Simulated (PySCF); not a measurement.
## CrNCl₃: from structure and modes to constants

These are results of PySCF, PBE0, basis Cr def2-SVP, N def2-SVP, Cl def2-SVP (no relativity, density fitting), not measurements.

The singlet minimum has C3v symmetry. Masses (u): Cr 51.94051, N 14.00307, Cl 34.96885.

```xyz
5
charge 0 multiplicity 1, angstrom
Cr    0.0000   -0.1852   -0.1310
N     0.0000   -1.3893   -0.9828
Cl    1.7595   -0.3095    1.0254
Cl   -1.7595   -0.3095    1.0254
Cl    0.0000    1.4504   -1.4626
```

Harmonic wavenumbers (cm⁻¹): 125.3 (e, ×2), 176.3 (a1, ×1), 314.3 (e, ×2), 406.5 (a1, ×1), 511.7 (e, ×2), 1306.5 (a1, ×1).

Problem. Find the principal moments of inertia and the rotational constants. What kind of rotor is it?

Solution. About the centre of mass I = 271.83, 271.83, 433.03 u Å². With B = 16.8576/I this gives 0.06202, 0.06202, 0.03893 cm⁻¹. The molecule is an oblate symmetric top.

Problem. What is the harmonic zero-point energy?

Solution. Half the sum of all 9 wavenumbers, 3792/2 = 1896 cm⁻¹, which is 22.7 kJ/mol (1 cm⁻¹ = 0.0119627 kJ/mol).

Stability towards spin polarisation was not tested. Other isomers or separated fragments may lie lower.
